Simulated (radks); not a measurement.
Task: All-electron atom: Tc IV in [Kr] 4d4 (the NIST ground configuration). Method: scalar-relativistic Kohn-Sham, PBE, spin-polarised, spherical densities, finite nucleus; open shells are filled with parallel spins first (spin-orbit coupling, left out, can overturn this in heavy ions); Fermi nuclear charge, rms radius 4.4112 fm; computed with a radial shooting solver on a logarithmic mesh with Libxc functionals. Some entries of the table are withheld. Estimate them.

orbital  occ.  eigenvalue (hartree)  r(max) (bohr)
1s down     1             -768.0149        0.02228
1s up       1             -768.0144        0.02228
2s up       1             -110.5540         0.1262
2s down     1             -110.5325         0.1262
2p up       3             -99.06256         0.1008
2p down     3             -99.04657         0.1008
3s up       1             -20.18955         0.3723
3s down     1             -20.17866         0.3723
3p up       3             -16.41830         0.3656
3p down     3             -16.40589         0.3657
3d up       5             -10.31823         0.3113
3d down     5             -10.29857         0.3115
4s up       1              -3.85173            (1)
4s down     1              -3.74179            (2)
4p up       3              -2.81595          1.022
4p down     3              -2.69714          1.016
4d up       4                   (3)          1.237
4d down     0                   (4)          1.229

Result: 
(1) 4s up r(max) (bohr): 0.9499
(2) 4s down r(max) (bohr): 0.9450
(3) 4d up eigenvalue (hartree): -1.33978
(4) 4d down eigenvalue (hartree): -1.21604
